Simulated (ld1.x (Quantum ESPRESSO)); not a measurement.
# W (Z = 74): variants of one TM potential

Base potential:

* Element: W (Z = 74)
* Generator: ld1.x (Quantum ESPRESSO) 7.5
* Type: norm-conserving Troullier–Martins (Kleinman–Bylander form)
* Functional: PBE
* Relativity: scalar-relativistic
* Frozen core: [Xe] 4f14
* Valence charge: 6
* Reference configuration: 5d4 6s2 6p0
* Partial waves: 6s (bound): rc 2.70 bohr; 6p (bound, empty): rc 2.55 bohr; 5d (bound): rc 2.70 bohr
* Local potential: all-electron potential smoothed inside 1.90 bohr (lloc = -1)
* Core correction: a·sin(br)/r model core inside 2.65 bohr

Cutoffs, loose and tight: the cutoffs (Ry, on a coarse ladder) from which the occupation-weighted sum of valence levels, in a spherical-Bessel basis at the reference potential, stays within 10 and 1 mRy of its value at 400 Ry. They do not see the model core or the augmentation charge, which bear on the density cutoff. Test errors are all-electron minus pseudo excitation energies from the reference, over the configurations 5d4 6s1 6p0; 5d4 6s0 6p0; 5d3 6s0 6p0; 5d3 6s2 6p1; 5d5 6s0 6p0; 5d4 6s1.5 6p0; 5d4 6s0 6p2. A dash means not determined; rows that change the core or the reference have their own tests. The largest error is taken over the tests solved by every variant that gives reliable tests at all: 5d3 6s0 6p0; 5d4 6s0 6p0; 5d4 6s0 6p2; 5d4 6s1 6p0; 5d4 6s1.5 6p0; 5d5 6s0 6p0.

A true bound ghost makes a file unfit for plane-wave use even where its test errors are small: the radial tests pick states by their node count and pass the ghost by. Where a test does run into it, the solver fails or the error is huge.

| change | outcome | cutoff, loose | cutoff, tight | bound ghosts | largest test error (meV) |
| --- | --- | --- | --- | --- | --- |
| base | generated | 25 Ry | 30 Ry | s, p | -27 |
| wave 6s (bound): rc 2.70 bohr becomes 6s (bound): rc 1.72 bohr | generated | 70 Ry | 110 Ry | s, p | +267 |
| wave 6s (bound): rc 2.70 bohr becomes 6s (bound): rc 1.94 bohr | generated | 25 Ry | 55 Ry | s, p | +79 |
| wave 6s (bound): rc 2.70 bohr becomes 6s (bound): rc 2.26 bohr | generated | 25 Ry | 30 Ry | s, p | -35 |
| wave 6s (bound): rc 2.70 bohr becomes 6s (bound): rc 2.56 bohr | generated | 25 Ry | 30 Ry | s, p | -26 |
| wave 6s (bound): rc 2.70 bohr becomes 6s (bound): rc 2.80 bohr | generated | 25 Ry | 30 Ry | s, p | -31 |
| wave 6s (bound): rc 2.70 bohr becomes 6s (bound): rc 3.00 bohr | generated | 25 Ry | 30 Ry | s, p | -51 |
| wave 6s (bound): rc 2.70 bohr becomes 6s (bound): rc 3.22 bohr | generated | 25 Ry | 30 Ry | s, p | -94 |
| wave 6s (bound): rc 2.70 bohr becomes 6s (bound): rc 3.54 bohr | generated | 25 Ry | 30 Ry | s, p | -195 |
| wave 6s (bound): rc 2.70 bohr becomes 6s (bound): rc 3.74 bohr | generated | 25 Ry | 30 Ry | s, p | -269 |

**Question.** What comes out with this change to the base: wave 6s (bound): rc 2.70 bohr becomes 6s (bound): rc 4.02 bohr?

**Answer.** outcome: generated; cutoff, loose: 25 Ry; cutoff, tight: 30 Ry; bound ghosts: s, p; largest test error (meV): -411.

Reading the sweep of the s radius (base included, trends over the rows without a ghost): Bound ghosts are found at 1.72, 1.94, 2.26, 2.56, 2.7, 2.8, 3, 3.22, 3.54, 3.74, 4.02 bohr. Every judged row has one, so this setting neither creates nor removes them.
